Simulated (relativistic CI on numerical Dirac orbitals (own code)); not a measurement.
One change at a time: Pb LVII

Base calculation: Dirac-Coulomb-Breit CI, separate exchange-only KLI orbitals for each configuration, model QED, unscaled Slater integrals.

Configuration list (outside the closed core [Ne]): 3s²3p⁶3d⁸, 3s²3p⁵3d⁹, 3s²3p⁴3d¹⁰, 3s3p⁶3d⁹, 3p⁶3d¹⁰, 3s3p⁵3d¹⁰, 3s²3p⁶3d⁷4s, 3s²3p⁶3d⁷4p, 3s²3p⁴3d⁹4s, 3s²3p⁶3d⁷4d, 3s²3p⁴3d⁹4p, 3s²3p⁵3d⁸4s, 3s²3p⁶3d⁷4f, 3s²3p⁴3d⁹4d, 3s3p⁵3d⁹4s, 3s²3p⁵3d⁸4p, 3s3p⁵3d⁹4p, 3s²3p⁶3d⁶4s², 3s²3p⁵3d⁸4d, 3s3p⁵3d⁹4d, 3s3p⁶3d⁸4s, 3s²3p⁶3d⁶4s4p, 3s²3p⁵3d⁸4f, 3p⁶3d⁹4s, 3s²3p⁶3d⁷5s, 3s²3p⁶3d⁶4p², 3s²3p⁶3d⁶4s4d, 3s3p⁶3d⁸4p, 3p⁶3d⁹4p, 3s²3p⁶3d⁷5p, 3s²3p⁵3d⁷4s², 3s²3p⁶3d⁶4p4d, 3s²3p⁶3d⁷5d, 3p⁶3d⁹4d, 3s²3p⁶3d⁷5f, 3s3p⁶3d⁸4d. Levels of other configurations are missing.

Variants: (1) QED terms removed. Shifts of the energy above 3s²3p⁶3d⁸ ³F4, in eV, for the lowest level and the first level of each name with at least 55 % of one term (blank where a level changes its place among those of its configuration and J or its character, or is not in the variant):

```
         Level     Base   Δ(1)
 3s²3p⁶3d⁸ ³F4     0.00   0.00
 3s²3p⁶3d⁸ ³F3   108.14  -0.28
 3s²3p⁶3d⁸ ¹G4   124.87  -0.28
 3s²3p⁶3d⁸ ³P1   125.48  -0.28
 3s²3p⁶3d⁸ ³F2   224.46  -0.55
3s²3p⁵3d⁹ ³F°4   526.36  +0.99
3s²3p⁵3d⁹ ³D°3   555.93  +0.99
3s²3p⁵3d⁹ ³P°0   660.78  +0.72
3s²3p⁵3d⁹ ³F°3   662.89  +0.72
3s²3p⁴3d¹⁰ ³P2  1087.99  +1.97
3s²3p⁴3d¹⁰ ¹S0  1112.96  +1.95
3s²3p⁵3d⁹ ³F°2  1158.76  +0.33
  3s3p⁶3d⁹ ³D3  1340.74  +6.67
  3s3p⁶3d⁹ ³D1  1452.47  +6.40
```

At this charge energies of transitions that change n are usually good to better than 1 %, and those within a shell (Δn = 0) to a few per cent.

Ionisation energy from the two ground configurations alone: base 5703.41 eV. The NIST ASD value (theoretical) is 5703 eV.

LS names give the leading component of a level, which can be under half, so a name can repeat, a term be missing and a line seem to break the LS rules.
